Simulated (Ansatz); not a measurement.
`N[SiH2][GeH2][Cl]` + NH₃ → `N[SiH2]N` + `[Cl][GeH3]`  (cleavage of the Si–Ge bond)

Program: Ansatz. Geometries: PBE0-D4/def2-TZVP. ΔE: electronic, gas phase. CBS: MP2 limit from def2 TZ/QZ plus the TZ coupled-cluster correction, frozen cores. This one scheme is used for every species. Functionals use def2-TZVPP. For Ge outer-core shells are correlated without core-valence functions, which leaves a few kJ/mol of doubt a bond. Scalar relativity is left out up to krypton. Each species was taken in one conformer, which may not be the lowest.

| level | ΔE (kJ/mol) |
| --- | --- |
| BLYP-D4 | -35.2 |
| SCS-MP2/def2-QZVPP | -53.2 |

(1) What does CCSD(T)/CBS give? (Estimate.)

(2) What do rigid-rotor, harmonic-oscillator terms from PBE0-D4/def2-TZVP frequencies (298.15 K, 1 bar) make of the CCSD(T)/CBS value? (Best estimate.)

Largest T1 diagnostic among the species: 0.011.

Answers

(1) Computed: -44.3 kJ/mol. The listed levels differ from it by 9.1, -8.9 kJ/mol.

(2) Ansatz gave: ΔZPE = -3.1 kJ/mol, ΔH = -51.5 kJ/mol, ΔS = -13 J/(mol·K), ΔG = -47.6 kJ/mol. Modes under 50 cm⁻¹ make the entropy rough.

At CCSD(T), def2-SVP lies −3.1 kJ/mol from the extrapolated value and def2-TZVPP −1.8 kJ/mol. From PBE to PBE0 (25 % exact exchange), in def2-TZVPP and without D4, ΔE moves by −7.1 kJ/mol. In def2-TZVPP, CCSD(T) changes the Hartree–Fock value by +20.1 kJ/mol (the triples alone add +2.9 kJ/mol) and MP2 by +16.3 kJ/mol.

CCSD(T)/CBS has its own doubt, a few kJ/mol and more with outer-core shells, so smaller differences from it don't rank the levels.
